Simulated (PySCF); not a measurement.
Correlation energy of Ba (barium, neutral)

[Xe] 5d1 6s1, 6s spin antiparallel (an excited configuration). Computed with PySCF 2.14 in x2c-TZVPPall, with scalar relativity by spin-free X2C-1e. Frozen: [Kr] 4d10; 10 electrons correlated.

MP2 pair energies summed by pair of shells (mhartree):

```csv
pair,energy,share (%)
5p-5p,-103.91,57.1
5s-5p,-28.96,15.9
5p-5d,-19.75,10.9
5p-6s,-12.75,7.0
5d-6s,-7.89,4.3
5s-5s,-5.49,3.0
5s-5d,-2.44,1.3
5s-6s,-0.63,0.3
```

Total MP2 correlation energy: -181.83 mhartree.

Same-spin part -46.96 and opposite-spin part -134.87 mhartree; SCS-MP2 scales them by 1/3 and 6/5 to -177.50 mhartree.

This basis was not built for core-valence correlation, so the inner-shell part is incomplete.
